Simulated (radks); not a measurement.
Task: Os XXI, 56 electrons, occupied as [Kr] 4d10 4f10. Method: Dirac Kohn-Sham, PBE, spin-unpolarised, spherical densities, finite nucleus; open shells fill j = l - 1/2 first; Fermi nuclear charge, rms radius 5.4126 fm; computed with a radial shooting solver on a logarithmic mesh with Libxc functionals. Some entries of the table are withheld. Estimate them.

| orbital | occ. | eigenvalue (hartree) | <r> (bohr) | <r^2> (bohr^2) |
|---|---|---|---|---|
| 1s1/2 | 2 | -2728.952 | 0.01774 | 0.0004336 |
| 2s1/2 | 2 | -490.6666 | 0.07426 | 0.006585 |
| 2p1/2 | 2 | -470.7107 | (1) | 0.004683 |
| 2p3/2 | 4 | -414.4254 | (2) | 0.005878 |
| 3s1/2 | 2 | -128.6541 | 0.1932 | 0.04282 |
| 3p1/2 | 2 | (3) | 0.1833 | 0.03918 |
| 3p3/2 | 4 | (4) | 0.1983 | 0.04565 |
| 3d3/2 | 4 | (5) | 0.1732 | (6) |
| 3d5/2 | 6 | (7) | 0.1778 | (8) |
| 4s1/2 | 2 | -41.34775 | 0.4251 | 0.2038 |
| 4p1/2 | 2 | -37.56173 | (9) | 0.2075 |
| 4p3/2 | 4 | -34.53611 | (10) | 0.2375 |
| 4d3/2 | 4 | -28.28844 | (11) | 0.2464 |
| 4d5/2 | 6 | -27.70531 | (12) | 0.2561 |
| 4f5/2 | 6 | -19.72707 | 0.4769 | 0.2664 |
| 4f7/2 | 4 | -19.59570 | 0.4813 | 0.2710 |

Result: 
(1) 2p1/2 <r> (bohr): 0.06130
(2) 2p3/2 <r> (bohr): 0.06949
(3) 3p1/2 eigenvalue (hartree): -119.7075
(4) 3p3/2 eigenvalue (hartree): -107.4106
(5) 3d3/2 eigenvalue (hartree): -92.39523
(6) 3d3/2 <r^2> (bohr^2): 0.03522
(7) 3d5/2 eigenvalue (hartree): -89.73032
(8) 3d5/2 <r^2> (bohr^2): 0.03699
(9) 4p1/2 <r> (bohr): 0.4274
(10) 4p3/2 <r> (bohr): 0.4577
(11) 4d3/2 <r> (bohr): 0.4628
(12) 4d5/2 <r> (bohr): 0.4722
